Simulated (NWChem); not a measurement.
[NH2][Be][SH] (BeNH3S), optimised at B3LYP/6-31G* with NWChem:

```
Quantity                           Value
---------------------------------  -----
highest occupied level (eV)        -6.96
orbital gap (eV)                    7.53
dipole (D)                          2.57
highest harmonic frequency (cm⁻¹)   3647
zero-point energy (kcal/mol)        22.5
```

All stand in one matching conformer (torsions within 35°), which need not be the lowest. Pople sets run with spherical d functions. This build's default masses of Se (78.918 u) and Br (79.917 u) are each other's, which moves their modes by up to 0.6 %.

**Question.** One Be atom is replaced by Se, giving N[Se]S (NH₃SeS), optimised at the same level. How do these values move?

**Answer.** 
```tsv
quantity	new value	change
highest occupied level (eV)	-6.55	+0.41
orbital gap (eV)	5.26	-2.27
dipole (D)	2.41	-0.16
highest harmonic frequency (cm⁻¹)	3618	-29
zero-point energy (kcal/mol)	22.5	0.0
```
